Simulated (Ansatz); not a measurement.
`[OH][AlH][SiH3]` + `F[SiH2]P` → `F[SiH2]P[SiH3]` + `[OH][AlH2]`  (cleavage of the Si–Al bond)

Calculated with Ansatz (gas phase, PBE0-D4/def2-TZVP geometries, no zero-point term in ΔE). CCSD(T)/CBS is the MP2 limit (def2-TZVPP, def2-QZVPP) plus CCSD(T) − MP2 in def2-TZVPP, frozen cores. This one scheme is used for every species. Functionals use def2-TZVPP. Each species was taken in one conformer, which may not be the lowest.

```tsv
level	ΔE (kJ/mol)	difference from CCSD(T)/CBS
revPBE-D4	-20.1	2.1
r2SCAN0-D4	-21.9	0.3
ωB97X-V	-20.1	2.1
PBE	-11.2	11.0
BLYP	-10.2	12.0
BHLYP	-16.6	5.6
MP2/def2-SVP	-22.3	-0.1
SCS-MP2/def2-TZVPP	-25.6	-3.4
CCSD(T)/def2-TZVPP	-19.1	3.1
HF/CBS(def2)	-18.3	3.9
CCSD(T)/CBS	-22.2	0
```

(1) What do rigid-rotor, harmonic-oscillator terms from PBE0-D4/def2-TZVP frequencies (298.15 K, 1 bar) make of the CCSD(T)/CBS value? (An estimate is asked.)

Largest T1 diagnostic among the species: 0.014.

Answers

(1) The calculation gave: ΔZPE = -1.3 kJ/mol, ΔH = -24.1 kJ/mol, ΔS = -14 J/(mol·K), ΔG = -19.9 kJ/mol. Modes under 50 cm⁻¹ make the entropy rough.

From BLYP to BHLYP (50 % exact exchange), in def2-TZVPP and without D4, ΔE moves by −6.4 kJ/mol. At CCSD(T), def2-SVP lies +8.7 kJ/mol from the extrapolated value and def2-TZVPP +3.1 kJ/mol.
